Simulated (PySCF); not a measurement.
## Vibration and rotation of BeBr

UHF-CCSD(T) constants of BeBr, ²Σ⁺ (doublet), unpaired electrons σ ↑ (Be 6-31G(d,p), Br 6-31G(d,p); no relativity (PySCF 2.14); masses 9.0122 and 78.9183 u):

* ωe: 737.2 cm⁻¹
* ωexe: 3.95 cm⁻¹
* Be: 0.54042 cm⁻¹
* αe: 0.00433 cm⁻¹
* De to Be + Br: 3.08 eV

Task: What force constant and bond length do these constants imply?

Result: Reduced mass μred = 8.0885 u; k = 5.8918×10⁻⁷·μred·ωe² (u, cm⁻¹, mdyn/Å) = 2.59 mdyn/Å; Re = √(16.8576/(μred·Be)) (u, cm⁻¹, Å) = 1.964 Å.

Task: Estimate the centrifugal constant D from the Kratzer relation and find the Dunham coefficient a1.

Result: D = 4Be³/ωe² = 1.16e-06 cm⁻¹; a1 = −1 − αeωe/(6Be²) = -2.82.

Correlated steps freeze 9 core orbitals. Correlated levels converge slowly with the basis: in double zeta they bind strong bonds too weakly, by up to about 1 eV, and carry superposition errors of some tenths. Spin–orbit coupling is left out. The state is the lowest determinant that a PBE0 search found; another state may lie lower at other levels.
